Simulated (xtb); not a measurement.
C$_{5}$H$_{4}$N (SMILES [c]1cccnc1), doublet, from a rough starting geometry; GFN2-xTB (xtb).

The xtb input:
```
$ xtb mol.xyz --gfn 2 --uhf 1 --opt vtight --json

# file mol.xyz
10

C      0.84442561    -1.16500968     0.00738513
C     -0.48891181    -1.14141225     0.02219051
C     -1.12720557     0.01373249    -0.02463392
C     -0.31656002     1.20806333     0.01116065
N      0.93086552     1.14665275    -0.02344430
C      1.61199114    -0.06957053     0.01928139
H     -1.03104119    -2.13690095     0.00355700
H     -2.26998091     0.15365253    -0.03304665
H     -0.78585015     2.13673769    -0.04813354
H      2.71954138     0.00033951    -0.02131269
```

Output, abridged:

```
   ID    Z sym.   atoms
    1    6 C      1-4, 6
    2    7 N      5
    3    1 H      7-10

           -------------------------------------------------
          |                Calculation Setup                |
           -------------------------------------------------

           -------------------------------------------------
          |                 G F N 2 - x T B                 |
           -------------------------------------------------

          ...................................................
          :                      SETUP                      :
          :.................................................:
          :  # basis functions                  28          :
          :  # atomic orbitals                  28          :
          :  # shells                           16          :
          :  # electrons                        29          :
          :  max. iterations                   250          :
          :  Hamiltonian                  GFN2-xTB          :
          :  restarted?                      false          :
          :  GBSA solvation                  false          :
          :  PC potential                    false          :
          :  electronic temp.          300.0000000     K    :
          :  accuracy                    1.0000000          :
          :  -> integral cutoff          0.2500000E+02      :
          :  -> integral neglect         0.1000000E-07      :
          :  -> SCF convergence          0.1000000E-05 Eh   :
          :  -> wf. convergence          0.1000000E-03 e    :
          :  Broyden damping             0.4000000          :
          :  net charge                          0          :
          :  unpaired electrons                  1          :
          ...................................................

 iter      E             dE          RMSdq      gap      omega  full diag
   1    -15.7943174 -0.157943E+02  0.523E+00    2.22       0.0  T
   2    -15.8075387 -0.132213E-01  0.349E+00    1.68       1.0  T
   3    -15.7611090  0.464297E-01  0.235E+00    2.44       1.0  T
   4    -15.8152866 -0.541776E-01  0.890E-01    1.74       1.0  T
   5    -15.8248194 -0.953281E-02  0.247E-01    1.98       1.0  T
   6    -15.8251753 -0.355866E-03  0.899E-02    2.00       1.0  T
   7    -15.8251821 -0.684660E-05  0.555E-02    2.00       1.0  T
   8    -15.8251985 -0.163319E-04  0.162E-02    2.00       1.9  T
   9    -15.8251999 -0.147788E-05  0.352E-03    2.01       9.0  T
  10    -15.8252000 -0.296873E-07  0.267E-03    2.01      11.8  T
  11    -15.8252000 -0.433926E-07  0.457E-04    2.00      69.2  T
  12    -15.8252000 -0.927644E-09  0.162E-04    2.00     195.4  T

   *** convergence criteria satisfied after 12 iterations ***

         :::::::::::::::::::::::::::::::::::::::::::::::::::::
         ::                     SUMMARY                     ::
         :::::::::::::::::::::::::::::::::::::::::::::::::::::
         :: total energy             -15.526917822643 Eh    ::
         :: gradient norm              0.185759336220 Eh/a0 ::
         :: HOMO-LUMO gap              2.004762154536 eV    ::
         ::.................................................::
         :: SCC energy               -15.825197185217 Eh    ::
         :: -> isotropic ES            0.005275152489 Eh    ::
         :: -> anisotropic ES          0.000774390468 Eh    ::
         :: -> anisotropic XC          0.014796731678 Eh    ::
         :: -> dispersion             -0.006653207592 Eh    ::
         :: repulsion energy           0.298279362574 Eh    ::
         :: add. restraining           0.000000000000 Eh    ::
         :: total charge              -0.000000000000 e     ::
         :::::::::::::::::::::::::::::::::::::::::::::::::::::

      -----------------------------------------------------------
     |                   =====================                   |
     |                        A N C O P T                        |
     |                   =====================                   |
     |               Approximate Normal Coordinate               |
     |                Rational Function Optimizer                |
      -----------------------------------------------------------
      -----------------------------------------------------------
     |                   =====================                   |
     |                        A N C O P T                        |
     |                   =====================                   |
     |               Approximate Normal Coordinate               |
     |                Rational Function Optimizer                |
      -----------------------------------------------------------

          ...................................................
          :                      SETUP                      :
          :.................................................:
          :   optimization level         verytight          :
          :   max. optcycles                   200          :
          :   ANC micro-cycles                  20          :
          :   degrees of freedom                24          :
          :.................................................:
          :   RF solver                   davidson          :
          :   write xtbopt.log                true          :
          :   linear?                        false          :
          :   energy convergence         0.1000000E-06 Eh   :
          :   grad. convergence          0.2000000E-03 Eh/α :
          :   maxmium RF displ.          1.0000000          :
          :   Hlow (freq-cutoff)         0.1000000E-01      :
          :   Hmax (freq-cutoff)         5.0000000          :
          :   S6 in model hess.         20.0000000          :
          ...................................................

generating ANC from exact Hessian ...
Using Lindh-Hessian (1995)
 Shifting diagonal of input Hessian by    0.0000000000000000
 Lowest  eigenvalues of input Hessian
[...]
 * total energy  :   -15.5269178 Eh     change       -0.4795275E-10 Eh
 * total energy  :   -15.5427945 Eh     change       -0.1587667E-01 Eh
 * total energy  :   -15.5459530 Eh     change       -0.3158490E-02 Eh
 * total energy  :   -15.5464799 Eh     change       -0.5269612E-03 Eh
 * total energy  :   -15.5466600 Eh     change       -0.1800714E-03 Eh
 * total energy  :   -15.5466746 Eh     change       -0.1462563E-04 Eh
 * total energy  :   -15.5466781 Eh     change       -0.3449700E-05 Eh
 * total energy  :   -15.5466785 Eh     change       -0.4506805E-06 Eh
 * total energy  :   -15.5466786 Eh     change       -0.3684402E-07 Eh
   *** GEOMETRY OPTIMIZATION CONVERGED AFTER 9 ITERATIONS ***
         :: total energy             -15.546678581275 Eh    ::
[...]
         :: -> isotropic ES            0.005280007858 Eh    ::
         :: -> anisotropic ES          0.000781560492 Eh    ::
         :: -> anisotropic XC          0.014170471156 Eh    ::
         :: -> dispersion             -0.006635097733 Eh    ::
         :: repulsion energy           0.274710094978 Eh    ::
         :: add. restraining           0.000000000000 Eh    ::
         :: total charge              -0.000000000000 e     ::
         :::::::::::::::::::::::::::::::::::::::::::::::::::::

           -------------------------------------------------
          |                Property Printout                |
           -------------------------------------------------

    * Orbital Energies and Occupations

         #    Occupation            Energy/Eh            Energy/eV
      -------------------------------------------------------------
         1        2.0000           -0.6696564             -18.2223
       ...           ...                  ...                  ...
         3        2.0000           -0.6309186             -17.1682
         4        2.0000           -0.5922838             -16.1169
         5        2.0000           -0.5835562             -15.8794
         6        2.0000           -0.5421589             -14.7529
         7        2.0000           -0.5184259             -14.1071
         8        2.0000           -0.5137134             -13.9789
         9        2.0000           -0.5043753             -13.7248
        10        2.0000           -0.4781921             -13.0123
        11        2.0000           -0.4673247             -12.7166
        12        2.0000           -0.4406103             -11.9896
        13        2.0000           -0.4198342             -11.4243
        14        2.0000           -0.3917911             -10.6612
        15        1.0000           -0.3300331              -8.9807 (HOMO)
        16                         -0.2560175              -6.9666 (LUMO)
        17                         -0.2352578              -6.4017
        18                         -0.1092600              -2.9731
        19                          0.1130435               3.0761
        20                          0.1367939               3.7224
        21                          0.1667943               4.5387
        22                          0.1755122               4.7759
        23                          0.2986581               8.1269
        24                          0.3590638               9.7706
        25                          0.4154902              11.3061
        26                          0.4550052              12.3813
       ...                                ...                  ...
        28                          0.6297110              17.1353
      -------------------------------------------------------------
                  HL-Gap            0.0740156 Eh            2.0141 eV
             Fermi-level           -0.3269687 Eh           -8.8973 eV

     #   Z          covCN         q      C6AA      α(0)
     1   6 C        2.004    -0.089    33.472     9.343
     2   6 C        2.929    -0.001    28.051     8.686
     3   6 C        2.919    -0.034    28.852     8.808
     4   6 C        2.899     0.053    26.817     8.491
     5   7 N        1.847    -0.182    25.766     7.523
     6   6 C        2.891     0.068    26.467     8.435
     7   1 H        0.926     0.048     2.342     2.393
     8   1 H        0.926     0.038     2.475     2.460
     9   1 H        0.925     0.048     2.340     2.392
    10   1 H        0.926     0.051     2.312     2.378

 Mol. C6AA /au·bohr⁶  :       1442.552587
 Mol. C8AA /au·bohr⁸  :      35768.321829
 Mol. α(0) /au        :         60.908642

Wiberg/Mayer (AO) data.
largest (>0.10) Wiberg bond orders for each atom

 ---------------------------------------------------------------------------
     #   Z sym  total        # sym  WBO       # sym  WBO       # sym  WBO
 ---------------------------------------------------------------------------
     1   6 C    3.334 --     2 C    1.488     6 C    1.451     5 N    0.180
                             4 C    0.118
     2   6 C    3.989 --     1 C    1.488     3 C    1.395     7 H    0.955
                             5 N    0.110
     3   6 C    3.985 --     4 C    1.426     2 C    1.395     8 H    0.968
                             6 C    0.118
     4   6 C    3.983 --     5 N    1.449     3 C    1.426     9 H    0.952
                             1 C    0.118
     5   7 N    3.186 --     4 C    1.449     6 C    1.392     1 C    0.180
                             2 C    0.110
     6   6 C    3.974 --     1 C    1.451     5 N    1.392    10 H    0.960
                             3 C    0.118
     7   1 H    0.997 --     2 C    0.955
     8   1 H    0.999 --     3 C    0.968
     9   1 H    0.997 --     4 C    0.952
    10   1 H    0.997 --     6 C    0.960
 ---------------------------------------------------------------------------

Topologies differ in total number of bonds
Writing topology from bond orders to xtbtopo.mol

molecular dipole:
                 x           y           z       tot (Debye)
 q only:       -0.304      -0.064      -0.000
   full:       -0.656      -0.136      -0.001       1.703
molecular quadrupole (traceless):
                xx          xy          yy          xz          yz          zz
 q only:        1.637      -0.614      -0.406       0.026      -0.010      -1.230
  q+dip:        3.588      -0.376      -0.519       0.048      -0.028      -3.069
   full:        2.049      -0.889      -1.570       0.037       0.012      -0.479

optimized geometry written to: xtbopt.xyz

           -------------------------------------------------
          | TOTAL ENERGY              -15.546678581275 Eh   |
          | GRADIENT NORM               0.000105634961 Eh/α |
          | HOMO-LUMO GAP               2.014066795035 eV   |
           -------------------------------------------------
```
